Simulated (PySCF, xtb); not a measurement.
CH₆Cl₂Si₂, SMILES C([SiH](Cl)Cl)[SiH3].

GFN2-xTB (xtb) at its own geometry gives an orbital gap of 5.65 eV and a dipole moment of 2.18 D.

Coordinates come from a PBE0-D3(BJ)/def2-SVP optimisation. The geometry has at least one imaginary mode, so it is a saddle point at that level. Other conformers were not sampled.

Question: What does ωB97X/def2-TZVP (PySCF) give? (Estimate from the structure and the level; the computed values follow.)

Answer: gap 13.54 eV (levels -11.21 and 2.33 eV), dipole 2.15 D.
